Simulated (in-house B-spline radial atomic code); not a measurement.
A fraction x of an electron is removed from 3p in Ar V (Ar4+), starting from [Ne] 3s2 3p2 and keeping the highest spin. Level of theory: non-relativistic r2SCAN0, spin-polarised, spherical fractional occupations, point nucleus; calculated with a B-spline radial code for spherical atoms.

Caution: exact exchange at fractional occupations of open shells leaves self-interaction of up to several eV.

```csv
x,E(x) - E(0) (eV),3p up level (eV)
0,0.0000,-68.004
0.07,4.7946,-68.985
0.18,12.4680,-70.532
0.25,17.4398,-71.519
0.5,35.7618,-75.061
0.55,39.5326,-75.773
0.64,46.4100,-77.057
0.76,55.7598,-78.775
0.92,68.5475,-81.073
1,75.0795,-82.226
```

The exact functional would give a straight line between the two integer points. Deviations E(x) - E(0) - x[E(1) - E(0)], in eV: -0.461 at x = 0.07, -1.046 at x = 0.18, -1.33 at x = 0.25, -1.778 at x = 0.5, -1.761 at x = 0.55, -1.641 at x = 0.64, -1.301 at x = 0.76, -0.526 at x = 0.92.

The curve lies below the straight line by up to 1.778 eV (at x = 0.5): convex, the delocalisation error, to which spherically averaged exact exchange adds.

(1) How well does Slater's transition state (minus the level at half occupation) give the ionisation energy?

Answers

(1) It gives 75.061 eV against 75.079 eV from the two total energies; NIST lists 74.84 eV, ground level to ground level. The end point has an open shell averaged over its orbitals, so its exact exchange keeps a self-interaction and this is no true integer point.
